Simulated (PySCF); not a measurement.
Simulated absorption spectrum

C3H9F2PSi2.
Geometry (GFN2-xTB, Å), atoms numbered from 1 in this order:
```xyz
17
C3H9F2PSi2 angstrom
F     -2.0010   -0.3553   -1.2159
C     -1.6615   -0.4166    0.1310
C     -1.3812    1.0068    0.6018
Si     0.1322    1.6767   -0.3683
Si     1.0890   -0.4500   -0.4464
F      1.2736   -0.9955   -1.9676
P      2.9185   -1.2393    0.5985
C     -0.4559   -1.3356    0.2791
H     -2.5472   -0.8373    0.6283
H     -1.1851    0.9812    1.6735
H     -2.2753    1.6112    0.4527
H     -0.2867    2.2777   -1.6345
H      0.8021    2.6979    0.4477
H      2.7821   -0.4083    1.6983
H      3.7772   -0.3598   -0.0360
H     -0.3252   -1.5701    1.3355
H     -0.6628   -2.2718   -0.2391
```

Theory: TDDFT B3LYP/def2-SVPD, vertical, gas phase, core orbitals frozen in the response in PySCF 2.14.0, density-fitted response routines.

Computed states:

| state | E (eV) | f |
| --- | --- | --- |
| S1 | 5.49 | 0.070 |
| S2 | 6.05 | 0.016 |
| S3 | 6.23 | 0.101 |
| S4 | 6.38 | 0.010 |
| S5 | 6.49 | 0.307 |
| S6 | 6.79 | 0.112 |
| S7 | 6.95 | 0.098 |
| S8 | 7.02 | 0.013 |

Each state is given a Gaussian of 0.3 eV full width at half maximum, with ε(max) = 2.175×10⁸ f / Δν̃ (Δν̃ the width in cm⁻¹). The width is an assumption, not a result. The curve ends short of the highest state used, and states not computed would add to its high-energy end.

Question: What does the envelope look like, and where are its maxima?

Answer: 
| λ (nm) | ε (L mol⁻¹ cm⁻¹) |
| --- | --- |
| 193.1 | 28305 |
| 195.4 | 22131 |
| 197.7 | 16285 |
| 200.0 | 11961 |
| 202.3 | 8289 |
| 204.6 | 5141 |
| 206.9 | 2851 |
| 209.2 | 1441 |
| 211.5 | 718 |
| 213.8 | 561 |
| 216.1 | 998 |
| 218.4 | 2100 |
| 220.8 | 3800 |
| 223.1 | 5395 |
| 225.4 | 6231 |
| 227.7 | 5922 |
| 230.0 | 4685 |
| 232.3 | 3119 |
| 234.6 | 1765 |
| 236.9 | 857 |
| 239.2 | 361 |
| 241.5 | 133 |
| 243.8 | 43 |
| 246.1 | 12 |

Maxima: 226 nm (5.49 eV), ε about 6300, made up of S1 (100%) (ε in L mol⁻¹ cm⁻¹; maxima over ε = 5, shares over 10%). At its high-energy end, 6.42 eV, the curve is still rising (ε about 28000, from S3 and S5).

Question: Coming from long wavelengths, where does ε first pass 100 L mol⁻¹ cm⁻¹?

Answer: At about 242 nm (5.12 eV), 0.37 eV below S1.

Question: On this curve, what absorbance would a 10⁻⁴ mol/L sample give at 222 nm over a 1 cm path?

Answer: 222 nm is 5.585 eV, where ε is about 4700 L mol⁻¹ cm⁻¹, so A = ε c l ≈ 0.47 (Beer–Lambert, with the gas-phase spectrum and the assumed width).

Question: What would ε be at 5.49 eV, the highest of these maxima, with half the width (0.15 eV)?

Answer: About 12500 L mol⁻¹ cm⁻¹ against 6260, a factor of about 2.00; a lone state at its own centre would give exactly 2.

One conformer stands for the species.
